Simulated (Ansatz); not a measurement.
Ti₂N₂. The state is a singlet with charge 0. Geometry relaxed at r2SCAN-D4/def2-SVP.

Cartesian coordinates in Å:
```
Ti -0.4912 0.8927 0.7309
Ti 0.4921 -0.8863 -0.7380
N -1.1382 -0.2990 -0.3999
N 1.1373 0.2926 0.4070
```

The restricted singlet is unstable towards broken spin symmetry at other levels; at r2SCAN-D4/def2-SVP this wasn't settled. At PBE0-D4/def2-TZVP a triplet of charge 0 lies 0.45 eV below the restricted singlet, each at its own geometry. The structure comes from a short search, and lower isomers may exist.

(1) Estimate the harmonic wavenumbers at RKS r2SCAN-D4/def2-SVP (Ansatz, unscaled). Is this a minimum?

## Answers

(1) 81, 504, 582, 727, 829, 892 cm⁻¹. Yes, no mode is imaginary beyond noise. Zero-point energy 21.6 kJ/mol. Hardware: 4 threads of Arm Neoverse V2 on a shared host. Wall time 39 s.
